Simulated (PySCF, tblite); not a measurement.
A database entry of computed molecular properties. Lists by class give the value and the number of equivalent atoms.

```json
{
 "formula": "C7H14NOP",
 "smiles": "CC(C)(C)[P@@](C)(=O)CC#N",
 "inchi": "InChI=1S/C7H14NOP/c1-7(2,3)10(4,9)6-5-8/h6H2,1-4H3/t10-/m0/s1",
 "charge": 0,
 "multiplicity": 1,
 "geometry_level": "GFN2-xTB",
 "atoms_angstrom": [
  ["C", -1.467, -0.998, -1.005],
  ["C", -0.936, 0.036, -0.016],
  ["C", -1.864, 0.131, 1.191],
  ["C", -0.773, 1.396, -0.68],
  ["P", 0.667, -0.638, 0.667],
  ["C", 1.587, 0.731, 1.465],
  ["O", 0.485, -1.807, 1.535],
  ["C", 1.769, -1.105, -0.764],
  ["C", 2.148, -0.018, -1.605],
  ["N", 2.452, 0.863, -2.269],
  ["H", -0.916, -0.962, -1.943],
  ["H", -2.516, -0.806, -1.224],
  ["H", -1.384, -1.998, -0.578],
  ["H", -1.946, -0.842, 1.673],
  ["H", -2.857, 0.456, 0.885],
  ["H", -1.478, 0.842, 1.921],
  ["H", -0.04, 1.362, -1.483],
  ["H", -0.463, 2.15, 0.04],
  ["H", -1.727, 1.707, -1.105],
  ["H", 0.985, 1.142, 2.273],
  ["H", 2.487, 0.295, 1.897],
  ["H", 1.855, 1.511, 0.76],
  ["H", 1.263, -1.887, -1.337],
  ["H", 2.656, -1.541, -0.292]
 ],
 "electronic_structure_code": "PySCF",
 "results": {
  "GFN2-xTB geometry": {
   "point_group": "C1",
   "rotational_constants_GHz": [1.451, 0.994, 0.834]
  },
  "PBE0/pcSseg-1 ground state and GIAO shieldings, non-relativistic": {
   "dipole_D": 1.5,
   "homo_eV": -7.81,
   "lumo_eV": 0.39,
   "shift_vs_computed_TMS_C_by_class_ppm": [
    [122.2, 1],
    [39.4, 1],
    [25.5, 3],
    [17.8, 1],
    [13.3, 1]
   ],
   "shift_vs_computed_TMS_H_by_class_ppm": [
    [2.77, 1],
    [2.61, 1],
    [1.63, 3],
    [1.3, 9]
   ],
   "shielding_other_nuclei_by_class_ppm": [
    ["N", -38.1, 1],
    ["O", 232.8, 1],
    ["P", 292.4, 1]
   ],
   "charges_hirshfeld_e_by_atom": [-0.12, -0.01, -0.12, -0.12, 0.45, -0.16, -0.39, -0.09, 0.09, -0.22, 0.04, 0.05, 0.04, 0.04, 0.05, 0.04, 0.03, 0.04, 0.05, 0.06, 0.06, 0.05, 0.07, 0.08]
  },
  "GFN2-xTB harmonic vibrations, gas phase": {
   "strongest_ir_bands_cm-1_km_per_mol_modes": [
    [779.8, 130.7, 1],
    [848.3, 67.5, 1],
    [861.8, 101.0, 1],
    [1265.0, 270.2, 1],
    [2398.1, 251.4, 1],
    [3022.3, 67.5, 1]
   ],
   "zpe_kcal_per_mol": 123.8
  }
 }
}
```

The rotational constants make it an asymmetric top with κ = (2B − A − C)/(A − C) = -0.48, nearer the prolate limit (−1). The dipole equals about 5.0 × 10⁻³⁰ C·m (1 D = 3.33564 × 10⁻³⁰ C·m). The zero-point energy, half the sum of the 66 harmonic wavenumbers, equals 43290 cm⁻¹ or 518 kJ/mol.

 NMR classes are plain means over equivalent atoms (diastereotopic ones count apart unless rotation or inversion swaps them), as if these changed places fast; in this geometry the members of some classes differ.

Shape of the structure used: `[CH3:1][C:2]([CH3:3])([CH3:4])[P@@:5]([CH3:6])(=[O:7])[CH2:8][C:9]#[N:10]`: C1–C2–P5–C6 164°, C2–P5–C8–C9 63°.

One conformer stands for the species.
